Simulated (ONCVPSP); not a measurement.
What the settings do to the ONCV potential of Cd (Z = 48)

Base potential:

- Element: Cd (Z = 48)
- Generator: ONCVPSP 4.0.1
- Type: optimised norm-conserving Vanderbilt (ONCV)
- Functional: Wu-Cohen
- Relativity: scalar-relativistic
- Frozen core: [Ar] 3d10
- Valence charge: 20
- Reference configuration: 4s2 4p6 4d10 5s1 (charge +1)
- Partial waves: 4s+5s: rc 1.15 bohr, ncon 3, nbas 8, qcut 9.8 1/bohr, 3 projectors, debl 0.5 Ha; 4p: rc 0.95 bohr, ncon 4, nbas 7, qcut 7.5 1/bohr, 3 projectors, debl 2.7 Ha; 4d: rc 1.20 bohr, ncon 4, nbas 7, qcut 6.8 1/bohr, 2 projectors, debl 1.8 Ha
- Local potential: polynomial inside 0.65 bohr (lpopt 5, dvloc0 3 Ha)
- Core correction: polynomial model core, fcfact 0.75

In the p channel the program set the typed energies aside and used -2.786, 0.250, 2.950 Ha.

All-electron outer shells of the reference configuration (Wu-Cohen, scalar-relativistic, ld1.x):

| shell | level (eV) | outermost node (bohr) | outermost maximum (bohr) |
| --- | --- | --- | --- |
| 3d | -402.50 | – | 0.27 |
| 4s | -114.72 | 0.43 | 0.79 |
| 4p | -75.81 | 0.43 | 0.84 |
| 4d | -20.53 | 0.42 | 0.98 |
| 5s | -13.08 | 1.06 | 2.23 |

Cutoffs, loose and tight: the cutoffs (Ha) at which the residual kinetic energy of the hardest occupied pseudo-wave falls to 1 and 0.1 mHa per electron. They do not see the model core or the augmentation charge, which bear on the density cutoff. Test errors are all-electron minus pseudo excitation energies from the reference, over the configurations 4s2 4p6 4d10 5s2; 4s2 4p6 4d10 5s0; 4s2 4p6 4d9 5s0; 4s2 4p6 4d9 5s2. A dash means not determined; rows that change the core or the reference have their own tests.

A true bound ghost makes a file unfit for plane-wave use even where its test errors are small: the radial tests pick states by their node count and pass the ghost by.

| change | outcome | cutoff, loose | cutoff, tight | bound ghosts | GHOST(+) flags above zero | largest test error (meV) |
| --- | --- | --- | --- | --- | --- | --- |
| base | generated, projector energies reset by the program | 142 Ha | 168 Ha | p | s, p, d | -6.9 |
| local potential polynomial inside 0.60 bohr (lpopt 5, dvloc0 0 Ha) | generated, projector energies reset by the program | 142 Ha | 168 Ha | s, p | p, d | -6.7 |
| reference 4s2 4p6 4d10 5s1.75 5p0.25; wave 4p: rc 0.95 bohr, ncon 4, nbas 7, qcut 7.5 1/bohr, 3 projectors, debl 2.7 Ha becomes 4p+5p: rc 0.95 bohr, ncon 4, nbas 7, qcut 7.5 1/bohr, 3 projectors, debl 2.7 Ha | generated | 142 Ha | 168 Ha | p | s, p, d | -1.4 over the solved tests; 1 of 4 tests not solved or not reliable |
| core correction Teter function, fcfact 5.75, rcfact 1.4 | generated, projector energies reset by the program | 142 Ha | 168 Ha | p | s, p, d | -7.0 |
| non-relativistic | generated, projector energies reset by the program | 140 Ha | 166 Ha | s, p | p, d | +1.3 |
| local potential polynomial inside 0.65 bohr (lpopt 5, dvloc0 7 Ha) | generated, projector energies reset by the program | 142 Ha | 168 Ha | p | s, p, d | -6.7 |
| d: ncon 5, nbas 8 | generated, projector energies reset by the program | 142 Ha | 168 Ha | p | s, p | -7.3 |
